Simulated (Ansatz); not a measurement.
In4O10H8⁺, a hydroxylated oxide cluster. Charge 1, multiplicity 2. Geometry PBE-D4/def2-SVP, that of the neutral singlet.

```xyz
22

In   -0.197    1.820   -0.020
In    0.171   -0.748    1.919
In   -2.154   -0.503   -1.013
In    2.468   -0.023   -0.209
O    -0.432   -1.194   -1.937
O     1.291   -1.818    0.337
O     0.154   -1.900    3.569
O    -1.793    1.561   -1.552
O    -0.380    3.776    0.460
O    -4.008   -1.293   -1.125
O     1.123    0.915   -1.551
O    -1.375    0.152    0.866
O     1.381    0.900    1.331
O     4.392   -0.485   -0.558
H     0.041   -1.763   -1.285
H     1.765   -2.642    0.566
H    -0.699   -1.775    4.031
H    -2.541    2.171   -1.400
H     0.134    3.930    1.277
H    -4.488   -1.010   -0.321
H     0.543    0.148   -1.912
H     4.603   -0.219   -1.475
```

In the def2 sets In takes a core potential; there is no spin–orbit coupling. At PBE-D4/def2-SVP the gap within one spin of the charge 1 doublet nearly closes, so an electron or hole may be smeared out by delocalisation error.

(1) Estimate the α-spin orbital energies around the gap (eV) in Ansatz with PBE-D4/def2-SVP, PBE0-D4/def2-SVP.

Results:

(1) 
| orbital | PBE-D4/def2-SVP | PBE0-D4/def2-SVP |
| --- | --- | --- |
| HOMO−5 | -11.14 | -12.97 |
| HOMO−4 | -11.04 | -12.88 |
| HOMO−3 | -10.98 | -12.80 |
| HOMO−2 | -10.98 | -12.79 |
| HOMO−1 | -10.92 | -12.26 |
| HOMO | -10.86 | -12.10 |
| LUMO | -7.38 | -6.75 |
| LUMO+1 | -6.30 | -5.45 |
| LUMO+2 | -5.97 | -5.12 |
| LUMO+3 | -5.58 | -4.86 |
| LUMO+4 | -4.54 | -3.82 |
| LUMO+5 | -3.98 | -3.27 |
| β HOMO | -10.61 | -11.94 |
| β LUMO | -10.62 | -11.14 |
